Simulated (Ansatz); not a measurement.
Computed with Ansatz on PBE0-D4/def2-TZVP structures; ΔE is electronic, products minus reactants. CCSD(T)/CBS is the MP2 limit (def2-TZVPP, def2-QZVPP) plus CCSD(T) − MP2 in def2-TZVPP, frozen cores. Functionals use def2-TZVPP. B3LYP here is the variant with VWN-RPA as its local correlation; programs differ in this. Elements past krypton have def2 core potentials. For Ge, In outer-core shells are correlated without core-valence functions, which leaves a few kJ/mol of doubt a bond. Scalar relativity is left out up to krypton.

Consider the formal exchange of groups at the In–N bond: `C[N]([GeH3])[InH2]` + disilane → `[SiH3][SiH2][InH2]` + `C[NH][GeH3]`.

```
             level  ΔE (kcal/mol)  difference from CCSD(T)/CBS
            PBE-D4           -3.8                         -4.3
         revPBE-D4           -3.4                         -3.9
           BLYP-D4           -0.7                         -1.2
         r2SCAN-D4           -2.4                         -2.9
        r2SCAN0-D4           -3.8                         -4.3
      CAM-B3LYP-D4           -1.2                         -1.7
           ωB97M-V           -2.2                         -2.7
              PBE0           -5.4                         -5.9
             B3LYP           -3.0                         -3.5
           r2SCAN0           -4.0                         -4.5
RPA@PBE/def2-TZVPP            1.4                          0.9
     CCSD/def2-SVP           -0.4                         -0.9
     HF/def2-TZVPP           -3.5                         -4.0
     HF/def2-QZVPP           -3.2                         -3.7
SCS-MP2/def2-QZVPP            1.7                          1.2
    CCSD/CBS(def2)           -0.4                         -0.9
       CCSD(T)/CBS            0.5                            0
```

Largest T1 diagnostic among the species: 0.015.

Leaving LDA and LC-ωPBE aside and taking each functional with its dispersion term where it has one, the values, not all of them listed here, spread over 4.2 kcal/mol, from HSE06-D4 to BLYP-D4. LDA lies +1.8 kcal/mol from PBE without D4. From r2SCAN to r2SCAN0 (25 % exact exchange), in def2-TZVPP and without D4, ΔE moves by −1.4 kcal/mol. The D4 term adds +1.1 kcal/mol with B3LYP and +0.6 kcal/mol with PBE0; it sums over pairs of atoms, weighted by their polarisabilities, and B3LYP, whose exchange is more repulsive, gets the larger term.
